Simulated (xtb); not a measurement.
Species: C4H5BOS, SMILES `Bc1sccc1O` (charge 0, multiplicity 1).

### Question
Give a relaxed geometry from GFN2-xTB in xtb.

### Answer
This is not unique; one that fits is the end point of this relaxation, one of several conformers (outside a Z-matrix the atoms follow the SMILES, hydrogens last).
Z-matrix (Å, degrees):
```
C
O 1 1.3506
H 2 0.9648 1 109.70
C 1 1.3891 2 121.92 3 -179.98
C 1 1.4129 2 123.73 3 0.02
C 5 1.3617 1 112.20 2 180.00
H 6 1.0724 5 127.58 1 180.00
H 5 1.0774 6 124.05 7 0.00
B 4 1.5152 1 129.10 2 0.01
H 9 1.1676 4 119.01 1 0.00
H 9 1.1691 10 121.38 4 -180.00
S 6 1.7065 7 120.07 5 180.00
```
